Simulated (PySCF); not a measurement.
# EPR parameters of C7H6ClS

Compound: C₇H₆ClS (doublet state).
Geometry (GFN2-xTB, Å), atoms numbered from 1 in this order:
```xyz
15
C7H6ClS angstrom
C     -2.4085   -0.6456   -0.4563
C     -2.0988    0.5824   -0.0036
Cl    -3.3625    1.7910   -0.0307
C     -0.8822    1.0453    0.5550
C      0.3748    0.4690    0.4295
C      0.8569   -0.5596   -0.3832
C      2.2160   -0.8122   -0.2104
C      2.8042    0.0012    0.7211
S      1.6956    1.1147    1.4032
H     -3.3826   -0.8620   -0.8542
H     -1.7111   -1.4580   -0.3807
H     -0.9402    1.9572    1.1319
H      0.2477   -1.0611   -1.1104
H      2.7581   -1.5653   -0.7551
H      3.8282    0.0110    1.0372
```

The hyperfine couplings belong to this conformer and change with its torsions.

The species is `[CH2]/C(Cl)=C\c1cccs1` [radical].

Theory: UKS B3LYP, pcH-1 on C Cl H S, non-relativistic, mean-field spin-orbit, GIAO (PySCF). Isolated species at its GFN2-xTB geometry (one conformer only). The geometry wasn't refined by DFT: couplings that depend on bond lengths, twists or pyramidal angles can differ widely from those at the functional's own minimum. The frame is twisted about the C2–C4 bond at this geometry (dihedral Cl3–C2–C4–H12 = 16°); couplings at other torsion angles weren't computed. No stability test was run, so a lower SCF solution isn't excluded. ⟨S²⟩ is 0.785 where a pure state has 0.75.

```json
{
  "g1, g2, g3": "2.00177, 2.00257, 2.00398",
  "g_iso": "2.00277",
  "Form of g": "rhombic: the two nearest values differ by 36 % of g3 − g1",
  "⟨S²⟩": "0.7853 (exact 0.7500)",
  "α and β electrons": "41, 40",
  "Total energy": "-1128.70699 Eh"
}
```

Isotropic coupling and dipolar principal values T1 to T3, in MHz:

| atom | isotope | a_iso | of which spin–orbit | T1 | T2 | T3 | Mulliken spin population |
| --- | --- | --- | --- | --- | --- | --- | --- |
| C1 | 13C | 32.5 | 0.0 | -31.1 | -29.7 | 60.8 | 0.41 |
| C2 | 13C | -41.4 | -0.1 | -23.3 | 9.5 | 13.8 | -0.19 |
| Cl3 | 35Cl | 1.7 | 0.1 | -6.4 | 0.3 | 6.1 | 0.00 |
| C4 | 13C | 48.2 | -0.1 | -44.5 | -42.5 | 87.0 | 0.55 |
| C5 | 13C | -35.5 | 0.0 | -19.9 | 8.0 | 11.9 | -0.16 |
| C6 | 13C | 24.3 | 0.0 | -21.1 | -20.5 | 41.7 | 0.27 |
| C7 | 13C | -18.8 | 0.0 | -11.1 | 4.9 | 6.2 | -0.10 |
| C8 | 13C | 23.1 | 0.1 | -21.4 | -20.5 | 41.9 | 0.24 |
| S9 | 33S | 2.6 | -0.1 | -7.2 | -4.6 | 11.8 | 0.05 |
| H10 | 1H | -25.5 | 0.0 | -15.2 | -0.4 | 15.6 | -0.02 |
| H11 | 1H | -24.2 | 0.0 | -12.1 | -1.5 | 13.6 | -0.02 |
| H12 | 1H | -37.3 | 0.0 | -20.3 | -0.9 | 21.2 | -0.03 |
| H13 | 1H | -17.8 | 0.0 | -7.7 | -2.0 | 9.7 | -0.01 |
| H14 | 1H | 4.5 | 0.0 | -2.3 | 0.0 | 2.2 | 0.00 |
| H15 | 1H | -17.2 | 0.0 | -10.4 | -0.7 | 11.0 | -0.01 |

The largest Mulliken spin populations are on C4 (+0.55), C1 (+0.41), C6 (+0.27) and C8 (+0.24). Four atoms exceed +0.15. The positive populations add up to 1.53 and the negative ones to -0.53, together 2S = 1. The angles at C4 add up to 360.0°, so it is planar.

C1, the radical centre as drawn in `[CH2]/C(Cl)=C\c1cccs1`, holds a spin population of +0.41 out of 1.

Axes: g3 points within 2° of the C2–C4 bond.

Under fast tumbling the dipolar parts average out, and these isotropic splittings remain (the largest six): 1 × 1H (H12, I = 1/2, 2 lines) with 1.33 mT, 1 × 1H (H10, I = 1/2, 2 lines) with 0.91 mT, 1 × 1H (H11, I = 1/2, 2 lines) with 0.86 mT, 1 × 1H (H13, I = 1/2, 2 lines) with 0.64 mT, 1 × 1H (H15, I = 1/2, 2 lines) with 0.62 mT and 1 × 1H (H14, I = 1/2, 2 lines) with 0.16 mT.

H10 and H11 aren't averaged: C1 is flat or nearly so (angle sum 360°), and its turn about the short C1–C2 bond (1.34 Å) is taken as slow.

Main isotope only: 35Cl (natural samples also hold 24 % 37Cl, magnetic too, which adds its own pattern).

The 13C coupling of C4 (48.2 MHz) shows only in satellite lines or after enrichment, since that isotope makes up about 1.07 % of natural carbon.

Examples of negative spin density at the nucleus (bohr⁻³): C2 (-0.0368), C5 (-0.0315) and C7 (-0.0167).
